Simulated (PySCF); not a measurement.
Vertical excitations of a molecule CH6ClNSi from PySCF with TDDFT-PBE/def2-SVPD, as energy in eV (oscillator strength): 5.61 (0.006), 6.05 (0.069), 6.42 (0.011), 6.65 (0.035), 6.89 (0.002), 6.90 (0.010), 6.98 (0.003), 7.19 (0.024), 7.29 (0.025), 7.49 (0.015). Lowest triplet (TDA): 5.36 eV. Geometry: B3LYP-D3(BJ)/def2-SVP. The values are those of a single conformer.

### Question
Pick the molecule that these values belong to.
A) NC[SiH2]Cl
B) C[Si@H](N)Cl
C) CN[SiH2]Cl

### Answer
C, CN[SiH2]Cl
